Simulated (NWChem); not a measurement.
Isomers of CH4O2Si, each optimised at B3LYP/6-31G* with NWChem, gas phase unless a solvent is named. Flexible species stand in one conformer each, which need not be the lowest. Pople sets run with spherical d functions. Low-valent species are run as closed-shell singlets; no triplet was tried in these runs. Relative energies count from the lowest isomer at each level and are electronic, without zero-point energy, on those geometries.

A: O1CO[SiH2]1
B: [Si](OC)O
C: O=C[SiH2]O
D: O=CO[SiH3]

Which isomer is lowest, and do the levels agree? Levels: B3LYP/6-31G*; PBE/def2-TZVP; B3LYP/def2-TZVP; BLYP/def2-TZVP; Hartree-Fock/def2-TZVP; PW6B95/def2-TZVP; CAM-B3LYP/def2-TZVP.

All put B lowest.
| quantity | A | B | C | D |
|---|---|---|---|---|
| relative energy, B3LYP/6-31G* (kcal/mol) | 10.0 | 0.0 | 23.6 | 6.2 |
| relative energy, PBE/def2-TZVP (kcal/mol) | 12.1 | 0.0 | 23.1 | 11.1 |
| relative energy, B3LYP/def2-TZVP (kcal/mol) | 13.0 | 0.0 | 23.9 | 11.8 |
| relative energy, BLYP/def2-TZVP (kcal/mol) | 16.1 | 0.0 | 23.5 | 11.6 |
| relative energy, Hartree-Fock/def2-TZVP (kcal/mol) | 6.2 | 0.0 | 20.5 | 6.1 |
| relative energy, PW6B95/def2-TZVP (kcal/mol) | 9.5 | 0.0 | 23.9 | 11.7 |
| relative energy, CAM-B3LYP/def2-TZVP (kcal/mol) | 11.1 | 0.0 | 24.7 | 12.1 |
